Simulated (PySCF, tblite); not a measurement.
C₆H₁₄FPSi.
Atom-mapped SMILES: `[CH3:1][P:2]1[CH2:3][CH2:4][Si:5]([CH3:6])([F:7])[CH2:8][CH2:9]1` (hydrogens: H10, H11, H12 on C1; H13, H14 on C3; H15, H16 on C4; H17, H18, H19 on C6; H20, H21 on C8; H22, H23 on C9)

Geometry (GFN2-xTB, Å), atoms numbered from 1 in this order:
```xyz
23
C6H14FPSi angstrom
C      3.2635    0.3953    0.1069
P      1.5301    0.9241    0.4851
C      0.8379    0.7343   -1.2329
C     -0.6794    0.9092   -1.2494
Si    -1.5313   -0.4157   -0.1867
C     -3.3863   -0.1376    0.0494
F     -1.3678   -1.8154   -1.0179
C     -0.5762   -0.6742    1.4354
C      0.9310   -0.6924    1.1889
H      3.2801   -0.5430   -0.4461
H      3.7512    1.1714   -0.4802
H      3.8102    0.2763    1.0406
H      1.3147    1.4956   -1.8586
H      1.1101   -0.2493   -1.6277
H     -1.0362    0.8536   -2.2807
H     -0.9252    1.9076   -0.8846
H     -3.8291   -0.9607    0.5993
H     -3.8880   -0.0748   -0.9098
H     -3.5916    0.7766    0.5938
H     -0.8090    0.1197    2.1465
H     -0.8743   -1.6147    1.9049
H      1.4684   -0.8535    2.1290
H      1.1928   -1.5054    0.5050
```

Theory: PBE0/pcSseg-1 in PySCF (dipole) on a GFN2-xTB geometry, gas phase.

Masses are those of the commonest isotopes; rigid-rotor values at the optimised geometry. The values belong to one conformer with, in the numbering `[CH3:1][P:2]1[CH2:3][CH2:4][Si:5]([CH3:6])([F:7])[CH2:8][CH2:9]1`, C1–P2–C3–C4 172°, P2–C3–C4–Si5 -62°, C3–C4–Si5–C6 172°, C4–Si5–C8–C9 -42°.

(1) What are A, B and C (GHz)?

(2) What kind of rotor is it?

(3) What does the inertial defect say?

(4) Give the other two planar moments, Paa and Pbb, and the rms extents of the mass along the axes.

(5) List the rotational levels J(Ka,Kc) to J = 4 (MHz).

(6) Which types of transition are allowed, and where do some lines up to J = 3 fall?

(7) Estimate the classical rotational partition function at 10 K, 100 K and 500 K.

## Answers

(1) Ia = 231.11, Ib = 691.17, Ic = 742.03 u·Å²; 505379 MHz·u·Å²/I gives 2187, 731.2 and 681.1 MHz, that is A = 2.1868, B = 0.7312, C = 0.6811 GHz.

(2) A near-prolate asymmetric top. Ray's parameter κ = (2B − A − C)/(A − C) = -0.933; −1 is the prolate and +1 the oblate limit.

(3) Not planar: Δ = Ic − Ia − Ib = -180.25 u·Å². For a rigid frame Δ = −2 Σ m c², so Σ m c² = 90.12 u·Å² lies off the ab plane: 15.04 from hydrogen and 75.09 from heavier atoms. The atom farthest from that plane is 2.00 Å away.

(4) Paa = Σ m a² = (Ib + Ic − Ia)/2 = 601.04 and Pbb = Σ m b² = (Ia + Ic − Ib)/2 = 140.98 u·Å². With the mass M = 164.06 u, the rms extents √(P/M) along a, b and c are 1.91, 0.93, 0.74 Å.

(5) Above 0(0,0):
J = 1: 1(0,1) 1412, 1(1,1) 2868, 1(1,0) 2918
J = 2: 2(0,2) 4236, 2(1,2) 5642, 2(1,1) 5793, 2(2,1) 10159, 2(2,0) 10161
J = 3: 3(0,3) 8467, 3(1,3) 9803, 3(1,2) 10104, 3(2,2) 14396, 3(2,1) 14403, 3(3,1) 21800, 3(3,0) 21800
J = 4: 4(0,4) 14104, 4(1,4) 15350, 4(1,3) 15851, 4(2,3) 20044, 4(2,2) 20063, 4(3,2) 27452, 4(3,1) 27452, 4(4,1) 37814, 4(4,0) 37814
Those of J = 1 are B + C, A + C and A + B.

(6) The dipole components are |μa| = 0.16 D, |μb| = 0.00 D, |μc| = 0.63 D; the mirror of this Cs structure is the ac plane, so μb vanishes by symmetry and there are no b-type lines. Intensities carry the squares of the components, which stand as 0.07 : 1.00 (a : c). Some lines, for components of 0.1 D or more:

| type | branch | J(Ka,Kc) | MHz | lower level (cm⁻¹) |
| --- | --- | --- | --- | --- |
| a | R | 2(1,2) ← 1(1,1) | 2774 | 0.096 |
| c | R | 1(1,0) ← 0(0,0) | 2918 | 0.000 |
| a | R | 3(0,3) ← 2(0,2) | 4232 | 0.141 |
| a | R | 3(2,2) ← 2(2,1) | 4237 | 0.339 |
| c | Q | 3(2,2) ← 3(1,2) | 4292 | 0.337 |
| a | R | 3(1,2) ← 2(1,1) | 4311 | 0.193 |
| c | Q | 2(2,1) ← 2(1,1) | 4367 | 0.193 |
| c | R | 2(1,1) ← 1(0,1) | 4380 | 0.047 |
| c | R | 3(1,2) ← 2(0,2) | 5868 | 0.141 |
| c | R | 2(2,1) ← 1(1,1) | 7292 | 0.096 |
| c | Q | 3(3,1) ← 3(2,1) | 7398 | 0.480 |
| c | R | 3(2,1) ← 2(1,1) | 8610 | 0.193 |
| c | R | 3(3,0) ← 2(2,0) | 11640 | 0.339 |

(7) Point group Cs, symmetry number σ = 1; q = (√π/σ)·√((kT/h)³/(ABC)), k/h = 20836.6 MHz/K: 5110 at 10 K, 162000 at 100 K, 1810000 at 500 K.

Its GFN2-xTB frequencies are all real (lowest 46 cm⁻¹). Zero-point vibration and centrifugal distortion are left out. A rigid rotor knows nothing of internal rotation, which can split or shift real lines.
